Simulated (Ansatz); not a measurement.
Relaxation of CH6BClO (10 atoms, charge 0, multiplicity 1), to a largest force component of 0.03 eV/Å in at most 50 steps.

All numbers below come from RKS B3LYP/6-31G* in Ansatz 0.2.0.

```xyz
10
Properties=species:S:1:pos:R:3
B 0.055 -0.239 -0.101
H -0.022 -0.373 1.082
C 1.405 -0.105 -0.864
H 1.853 -1.109 -0.945
H 1.302 0.290 -1.881
H 2.116 0.510 -0.306
Cl -1.496 -0.429 -0.966
O -0.252 2.115 0.972
H -1.142 2.339 0.655
H -0.405 1.378 1.609
```

Problem. Where does it end, and by what steps?

Solution. It converged. The force dipped under the threshold on the way, but the program's further checks kept it going. After 19 steps the energy has fallen by 0.357 eV; H9 moved furthest, 1.00 Å. Joined: B1–O8 (2.60 → 1.72 Å).

```
step  energy less start (eV)  largest force component (eV/Å)  accepted
   0                  0.0000                           0.764       yes
   1                 -0.0390                           1.362       yes
   2                 -0.0600                           1.288       yes
   3                 -0.1207                           0.607       yes
   4                 -0.1787                           0.999       yes
   5                 -0.2300                           1.570       yes
   6                 -0.2857                           1.039       yes
   7                 -0.3129                           0.528       yes
   8                 -0.3235                           0.402       yes
   9                 -0.3329                           0.247       yes
  10                 -0.3440                           0.181       yes
  11                 -0.3494                           0.096       yes
  12                 -0.3455                           0.288        no
  13                 -0.3409                           0.823        no
  14                 -0.3528                           0.063       yes
  15                 -0.3556                           0.034       yes
  16                 -0.3444                           0.634        no
  17                 -0.3562                           0.023       yes
  18                 -0.3566                           0.076       yes
  19                 -0.3569                           0.015       yes
```

```xyz
10
Properties=species:S:1:pos:R:3
B 0.083 -0.045 0.220
H 0.191 -0.651 1.247
C 1.313 0.063 -0.773
H 1.520 -0.924 -1.203
H 1.137 0.741 -1.621
H 2.225 0.387 -0.257
Cl -1.576 -0.373 -0.595
O -0.147 1.552 0.820
H -0.376 2.108 0.052
H -0.956 1.519 1.365
```

Whether the end is a true minimum wasn't checked by a vibrational analysis.

Time of the run: 97 s on 1 thread of Intel(R) Xeon(R) Platinum 8259CL CPU @ 2.50GHz (Skylake/Cascade Lake), on a shared host, peak memory 0.16 GiB.
